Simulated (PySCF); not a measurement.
## Spinor energies of Sc⁸⁺ (scandium, charge +8)

Start: [Ne] 3s2 3p1; 3p3/2 filled at m_j = +3/2. Calculated with PySCF 2.14 in an even-tempered Gaussian basis (20 s from 0.43 bohr⁻², ratio 2.4; 13 p from 0.56 bohr⁻², ratio 2.4; 5 d from 2.6 bohr⁻², ratio 2.6; 4 f from 4 bohr⁻², ratio 2.6): generalised Hartree-Fock with the X2C-1e Hamiltonian and a Gaussian nucleus; one run each with spin-orbit coupling (SO) screened by Boettger's factors, then bare. This is a chosen level, not necessarily the ground level.

```
spinor shell  electrons  ε, screened SO (eV)  ε, bare SO (eV)  weight of nominal j (bare SO)  rms radius, bare SO (bohr)
       1s1/2          2              -4713.7          -4713.7                          1.000                      0.0844
       2s1/2          2              -689.00          -689.01                          1.000                       0.367
       2p1/2          2              -594.85          -595.20                          0.993                       0.335
       3s1/2          2              -200.76          -200.76                          1.000                        1.01
       3p3/2          1              -179.29          -179.26                          1.000                        1.04
```

Problem. Where does 2p3/2 lie, and what is the 2p spin-orbit splitting (bare SO)?

Solution. At -590.34 eV, 4.857 eV above 2p1/2.

```
   quantity  screened SO     bare SO
E (hartree)   -740.97745  -740.97750
        M_J          3/2         3/2
       ⟨J²⟩        3.754       3.754
       ⟨L²⟩        2.003       2.003
       ⟨S²⟩        0.751       0.751
```

Each row is a mean over spinors that exchange with the open shell spreads, by up to 5.765 eV (3s1/2).
